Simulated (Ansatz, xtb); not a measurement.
## Relative energy of two isomers of C5H5BO

We compare I, `O=CC1=CBC=C1`, a singlet, with II, `O=CC1=CC=CB1`, a singlet. Both are isolated molecules in the gas phase, relaxed with B3LYP/def2-SVP, each in the lowest conformer that the search found.

Energies in hartree; the thermal terms are from GFN2-xTB frequencies at re-optimised GFN2-xTB minima (ideal gas, soft modes damped towards free rotors, one conformer each, 298.15 K, 1 atm) and include the zero-point energy:

|  | I | II |
| --- | --- | --- |
| E, CCSD(T)/def2-SVP | −292.496177 | −292.496093 |
| E, MP2/def2-SVP | −292.408863 | −292.408969 |
| E, MP2/def2-TZVPP | −292.935387 | −292.935315 |
| zero-point energy | 0.083153 | 0.083045 |
| H(298 K) − E | 0.090959 | 0.090892 |
| G(298 K) − E | 0.052156 | 0.051936 |

Q: Correct the CCSD(T) difference for the basis set by the MP2 change, then work out ΔE, ΔE₀, ΔH and ΔG for I → II in kcal/mol (1 Eh = 627.51 kcal/mol) and the equilibrium ratio [II]/[I].

A: 1. Differences II − I: CCSD(T) +0.000084, MP2 in the small set −0.000106, MP2 in the large set +0.000072 Eh.
2. ΔE = +0.000084 + (+0.000072 − (−0.000106)) = +0.000262 Eh = +0.16 kcal/mol.
3. ΔE₀ = ΔE + ΔZPE = +0.000262 + (−0.000108) Eh = +0.10 kcal/mol.
4. ΔH = ΔE + (−0.000067) Eh = +0.12 kcal/mol.
5. ΔG = ΔE + (−0.000220) Eh = +0.03 kcal/mol, so ΔS = (ΔH − ΔG)/T = +1.3 J/(mol K).
6. kT = 0.9442 mEh, so K = [II]/[I] = exp(−ΔG/kT) = exp(−0.04) ≈ 0.96.

The two are too close for this level to say which is favoured. An error of 1 kcal/mol in ΔG would change K by a factor of 5.4. Mirror images and further conformers aren't counted.

As drawn, both hold the same kinds of bond in the same numbers.

Other levels gave ΔE = −1.1 (GFN2-xTB); +0.4 (HF/STO-3G, GFN2-xTB geometries); −0.8 (r2SCAN-D4/def2-SVP, GFN2-xTB geometries); −0.7 (B3LYP/def2-SVP); −0.7 (HF/def2-SVP); −0.1 (MP2/def2-SVP); +0.1 (CCSD(T)/def2-SVP) kcal/mol. The correlated steps freeze 7 core orbitals. Programs: Ansatz 0.2.0, xtb 6.7.1.
